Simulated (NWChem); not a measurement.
System: GaO, doublet; SMILES [Ga]=[O]

NWChem input:

```
start job
memory heap 200 mb stack 900 mb global 1100 mb
geometry units angstroms noautoz
  Ga     0.000000     0.000000    -0.367999
  O      0.000000     0.000000     1.338887
end
basis spherical
  * library 6-31g*
end
dft
  odft
  mult 2
  xc hfexch
  iterations 150
  mulliken
end
task dft energy
```

Excerpt of the output:

```
             Northwest Computational Chemistry Package (NWChem) 7.3.0
             --------------------------------------------------------

 ORDER OF PRIMARY AXIS IS BEING SET TO 4
 C4V symmetry detected

                             Geometry "geometry" -> ""
                             -------------------------

 Output coordinates in angstroms (scale by  1.889725989 to convert to a.u.)

  No.       Tag          Charge          X              Y              Z
 ---- ---------------- ---------- -------------- -------------- --------------
    1 Ga                  31.0000     0.00000000     0.00000000    -0.35013046
    2 O                    8.0000     0.00000000     0.00000000     1.35675554

 Effective nuclear repulsion energy (a.u.)      76.8861879188

      Symmetry information
      --------------------

 Group name             C4v
 Group number             18
 Group order               8
 No. of unique centers     2

  xc_inp: hfexch multiplicative factor not found.

                                 NWChem DFT Module
                                 -----------------

 Summary of "ao basis" -> "ao basis" (spherical)
 ------------------------------------------------------------------------------
       Tag                 Description            Shells   Functions and Types
 ---------------- ------------------------------  ------  ---------------------
 Ga                          6-31g*                 12       32   5s4p3d
 O                           6-31g*                  6       14   3s2p1d

      Symmetry analysis of basis
      --------------------------

        a1         18
        a2          0
        b1          4
        b2          4
        e          20

            General Information
            -------------------
          SCF calculation type: DFT
          Wavefunction type:  spin polarized.
          No. of atoms     :     2
          No. of electrons :    39
           Alpha electrons :    20
            Beta electrons :    19
          Charge           :     0
          Spin multiplicity:     2
          Use of symmetry is: on ; symmetry adaption is: on
          Maximum number of iterations: 150
          AO basis - number of functions:    46
                     number of shells:    18
          Convergence on energy requested:  1.00D-06
          Convergence on density requested:  1.00D-05
          Convergence on gradient requested:  5.00D-04

              XC Information
              --------------
                     Hartree-Fock (Exact) Exchange  1.000

      Superposition of Atomic Density Guess
      -------------------------------------

 Sum of atomic energies:       -1997.69975054

      Non-variational initial energy
      ------------------------------

 Total energy =   -1997.575540
 1-e energy   =   -2940.119464
 2-e energy   =     865.657736
 HOMO         =      -0.270571
 LUMO         =       0.020792

   Symmetry analysis of molecular orbitals - initial alpha
   -------------------------------------------------------

 !! scf_movecs_sym_adapt:    8 vectors were symmetry contaminated

  Symmetry fudging

 !! scf_movecs_sym_adapt:    6 vectors were symmetry contaminated

  Numbering of irreducible representations:

     1 a1          2 a2          3 b1          4 b2          5 e

  Orbital symmetries:

     1 a1          2 a1          3 a1          4 e           5 e
     6 a1          7 a1          8 a1          9 e          10 e
    11 a1         12 e          13 e          14 b1         15 b2
    16 a1         17 a1         18 e          19 e          20 a1
    21 e          22 e          23 a1         24 a1         25 e
    26 e          27 a1         28 b1         29 b2         30 e

   Symmetry analysis of molecular orbitals - initial beta
   ------------------------------------------------------

 !! scf_movecs_sym_adapt:    8 vectors were symmetry contaminated

  Symmetry fudging

 !! scf_movecs_sym_adapt:    6 vectors were symmetry contaminated

  Numbering of irreducible representations:

     1 a1          2 a2          3 b1          4 b2          5 e

  Orbital symmetries:

     1 a1          2 a1          3 a1          4 e           5 e
     6 a1          7 a1          8 a1          9 e          10 e
    11 a1         12 e          13 e          14 b1         15 b2
    16 a1         17 a1         18 e          19 e          20 a1
    21 e          22 e          23 a1         24 a1         25 e
    26 e          27 a1         28 b1         29 b2         30 e

     ---------------------------------------------
      Total Density - Mulliken Population Analysis
     ---------------------------------------------

    Atom       Charge   Shell Charges
 -----------   ------   -------------------------------------------------------
    1 Ga  31    29.66   2.00  2.00  6.00  2.00  5.99  1.06  0.28  0.25  0.04  6.86  2.97  0.21
    2 O    8     9.34   2.00  0.98  3.20  0.98  2.17  0.01

     --------------------------------------------
      Spin Density - Mulliken Population Analysis
     --------------------------------------------

    Atom       Charge   Shell Charges
 -----------   ------   -------------------------------------------------------
    1 Ga  31     0.77   0.00  0.00  0.00 -0.00  0.00  0.43  0.11  0.22  0.00  0.01 -0.00  0.00
    2 O    8     0.23   0.00  0.01  0.17 -0.01  0.07 -0.00

 !! scf_movecs_sym_adapt:    8 vectors were symmetry contaminated

  Symmetry fudging

 !! scf_movecs_sym_adapt:    8 vectors were symmetry contaminated

 !! scf_movecs_sym_adapt:    8 vectors were symmetry contaminated

  Symmetry fudging

 !! scf_movecs_sym_adapt:    8 vectors were symmetry contaminated

   convergence    iter        energy       DeltaE   RMS-Dens  Diis-err
 ---------------- ----- ----------------- --------- --------- ---------
 d= 0,ls=0.0,diis     1  -1997.5782723174 -2.07D+03  1.77D-02  2.84D-01
                                                     1.69D-02  3.16D-01

 !! scf_movecs_sym_adapt:    8 vectors were symmetry contaminated

  Symmetry fudging

 !! scf_movecs_sym_adapt:    2 vectors were symmetry contaminated

 !! scf_movecs_sym_adapt:    8 vectors were symmetry contaminated

  Symmetry fudging

 !! scf_movecs_sym_adapt:    8 vectors were symmetry contaminated

 d= 0,ls=0.0,diis     2  -1997.3969730270  1.81D-01  1.01D-02  8.48D-01
                                                     8.84D-03  7.03D-01

 !! scf_movecs_sym_adapt:    8 vectors were symmetry contaminated

  Symmetry fudging

 !! scf_movecs_sym_adapt:    8 vectors were symmetry contaminated

 !! scf_movecs_sym_adapt:    8 vectors were symmetry contaminated

  Symmetry fudging

 !! scf_movecs_sym_adapt:    8 vectors were symmetry contaminated

 d= 0,ls=0.0,diis     3  -1997.7575514393 -3.61D-01  2.14D-03  3.03D-03
                                                     2.62D-03  3.52D-03

 !! scf_movecs_sym_adapt:    8 vectors were symmetry contaminated

  Symmetry fudging

 !! scf_movecs_sym_adapt:    8 vectors were symmetry contaminated

 !! scf_movecs_sym_adapt:    8 vectors were symmetry contaminated

  Symmetry fudging

 !! scf_movecs_sym_adapt:    8 vectors were symmetry contaminated

 d= 0,ls=0.0,diis     4  -1997.7647180189 -7.17D-03  1.49D-03  1.49D-03
                                                     2.61D-03  1.54D-03

 !! scf_movecs_sym_adapt:    8 vectors were symmetry contaminated

  Symmetry fudging

 !! scf_movecs_sym_adapt:    8 vectors were symmetry contaminated

 !! scf_movecs_sym_adapt:    8 vectors were symmetry contaminated

  Symmetry fudging

 !! scf_movecs_sym_adapt:    8 vectors were symmetry contaminated

 d= 0,ls=0.0,diis     5  -1997.7700703477 -5.35D-03  1.24D-03  6.81D-04
                                                     2.36D-03  8.82D-04

 !! scf_movecs_sym_adapt:    8 vectors were symmetry contaminated

  Symmetry fudging

 !! scf_movecs_sym_adapt:    8 vectors were symmetry contaminated

 !! scf_movecs_sym_adapt:    8 vectors were symmetry contaminated

  Symmetry fudging

 !! scf_movecs_sym_adapt:    8 vectors were symmetry contaminated

  Resetting Diis
 d= 0,ls=0.0,diis     6  -1997.7740713054 -4.00D-03  1.59D-03  5.46D-04
                                                     2.89D-03  4.94D-04

 !! scf_movecs_sym_adapt:    8 vectors were symmetry contaminated

  Symmetry fudging

 !! scf_movecs_sym_adapt:    8 vectors were symmetry contaminated

 !! scf_movecs_sym_adapt:    8 vectors were symmetry contaminated

  Symmetry fudging

 !! scf_movecs_sym_adapt:    8 vectors were symmetry contaminated

 d= 0,ls=0.0,diis     7  -1997.7774323384 -3.36D-03  3.07D-04  1.67D-04
                                                     5.78D-04  1.97D-04

 !! scf_movecs_sym_adapt:    8 vectors were symmetry contaminated

  Symmetry fudging

 !! scf_movecs_sym_adapt:    8 vectors were symmetry contaminated

 !! scf_movecs_sym_adapt:    8 vectors were symmetry contaminated

  Symmetry fudging

 !! scf_movecs_sym_adapt:    8 vectors were symmetry contaminated

 d= 0,ls=0.0,diis     8  -1997.7778297360 -3.97D-04  1.96D-04  5.78D-05
                                                     4.48D-04  1.41D-04

 !! scf_movecs_sym_adapt:    8 vectors were symmetry contaminated

  Symmetry fudging

 !! scf_movecs_sym_adapt:    8 vectors were symmetry contaminated

 !! scf_movecs_sym_adapt:    8 vectors were symmetry contaminated

  Symmetry fudging

 !! scf_movecs_sym_adapt:    8 vectors were symmetry contaminated

 d= 0,ls=0.0,diis     9  -1997.7780767583 -2.47D-04  8.09D-04  5.90D-05
                                                     1.54D-03  7.93D-05

 !! scf_movecs_sym_adapt:    8 vectors were symmetry contaminated

  Symmetry fudging

 !! scf_movecs_sym_adapt:    8 vectors were symmetry contaminated

 !! scf_movecs_sym_adapt:    8 vectors were symmetry contaminated

  Symmetry fudging

 !! scf_movecs_sym_adapt:    8 vectors were symmetry contaminated

[...]
```

Level: UHF/6-31G* (spherical d). All runs use the structure optimised with PBE0/def2-SVP, spin-unrestricted. No stability test was run on the SCF state.
